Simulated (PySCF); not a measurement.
## CH3F3OSi2

CH3F3OSi2 is a carbene (divalent C1, bonded to 1 O + 1 Si), neutral, singlet. The structure, one conformer, was relaxed in the gas phase by PBE0-D3(BJ)/def2-SVP. No frequency run checks that it is a minimum.

The lowest triplet lies only 0.11 eV up at this geometry (Tamm-Dancoff CAM-B3LYP/def2-SVPD) and falls further when it relaxes, so it may lie near or below this singlet. Shieldings at and next to the centre that carries it rest on this small gap and are unreliable.

SMILES: F[Si](F)(F)O[C][SiH3]

Coordinates in Å:
```
C1      0.535   -0.916    1.065
Si2    -1.367   -0.611    1.123
O3      1.323   -0.371    0.169
Si4     1.270    0.652   -1.140
F5      1.991   -0.081   -2.345
F6      2.059    1.975   -0.765
F7     -0.224    1.009   -1.546
H8     -1.571   -0.237    2.554
H9     -1.869   -2.003    0.901
H10    -2.124    0.341    0.241
```

Shieldings: GIAO PBE0/pcSseg-2. Shifts are against computed references at the same level: C TMS (σ 184.1 ppm), H TMS (σ 31.24 ppm), Si TMS (σ 341.3 ppm). Core levels by delta-SCF with SCAN, pcX-2 on the ionised atom and pcseg-1 elsewhere, spin-free X2C (2p3/2 is the spin-free 2p value less a third of a first-order spin-orbit splitting); from the vacuum level, for chosen atoms.

Task: Give the NMR and core-level values of the distinct atoms.

Result: 
| atoms | bonded to | σ (ppm) | δ (ppm) | core level (eV) |
| --- | --- | --- | --- | --- |
| C1 | 1 O + 1 Si | -1135.1 | 1319.2 | 1s 293.03 |
| Si2 | 1 C + 3 H | 417.5 | -76.2 | 2p3/2 106.92 |
| O3 | 1 C + 1 Si | -617.3 | - | 1s 540.82 |
| Si4 | 3 F + 1 O | 470.3 | -129.0 | 2p3/2 111.25 |
| F5 | 1 Si | 336.8 | - | 1s 694.22 |
| F6 | 1 Si | 340.9 | - | - |
| F7 | 1 Si | 343.4 | - | - |
| H8 H9 H10 | 1 Si | 24.94 | 6.31 | - |

Values are those of this one static structure, with the three H of a rotating XH3 group averaged; atoms that internal rotation interchanges would show their mean in an NMR spectrum. The mean hides a wide spread in H8 H9 H10 (σ from 23.2 to 27.3 ppm).

The core-hole state of C1 is spin-contaminated (⟨S²⟩ 0.85 against 0.75 for a pure doublet), so that value and differences from it are less sure.

Task: Which of Si2, Si4 holds its core electrons tightest, and by how much against the loosest?

Result: Si4 (bonded to 3 F + 1 O), by 4.33 eV over Si2 (bonded to 1 C + 3 H).

Task: By CAM-B3LYP/def2-SVPD (TDDFT singlets, Tamm-Dancoff triplets, ionisation by delta-SCF), where does absorption start, and what does vertical ionisation take?

Result: The first singlet with intensity lies at 4.45 eV (f 0.038); what lies below it is dark. The lowest singlet lies at 1.17 eV (f 0.000), the strongest of the first 6 at 5.88 eV (f 0.045), the lowest triplet at 0.11 eV; vertical ionisation takes 8.26 eV.

The 3 runs behind this took 2.6 min in all, one thread each of Arm Neoverse V1 on a shared host, launched as `OMP_NUM_THREADS=1 python cluster_run.py task.json out`.
